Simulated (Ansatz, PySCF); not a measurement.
NO₃, SMILES [O]N([O])[O] (connectivity only; charge and spin as stated), neutral, multiplicity 2. Atoms are numbered in the order given.

```xyz
4

N      0.0000     0.0000     0.0000
O      1.2305     0.0000     0.0000
O     -0.6152     1.0656     0.0000
O     -0.6152    -1.0656     0.0000
```
Charge 0, spin multiplicity 2.

Coordinates come from a B3LYP-D3(BJ)/def2-TZVP optimisation.

Two levels are set side by side: PBE-D3(BJ)/def2-TZVP (Ansatz, a quantum-chemistry and plane-wave program) and B3LYP-D3(BJ)/def2-TZVP (Ansatz). Each level has its own optimised geometry; the coordinates shown are those of the second. Frequencies come from the Hessian of PySCF at each geometry. Differences are taken from unrounded values.

```csv
quantity,B3LYP-D3(BJ),PBE-D3(BJ),PBE-D3(BJ) minus B3LYP-D3(BJ)
mean bond length (Å),1.230,1.244,0.014
bond N1–O2 (Å),1.230,1.244,0.014
bond N1–O3 (Å),1.230,1.244,0.014
bond N1–O4 (Å),1.230,1.244,0.014
highest harmonic wavenumber (cm⁻¹),1133,1232,99
mean harmonic wavenumber (cm⁻¹),771,883,112
zero-point energy (kcal/mol),6.61,7.58,0.96
```

Exact exchange shortens and stiffens bonds; PBE has none. Differences between two approximate levels are no errors against the true value.
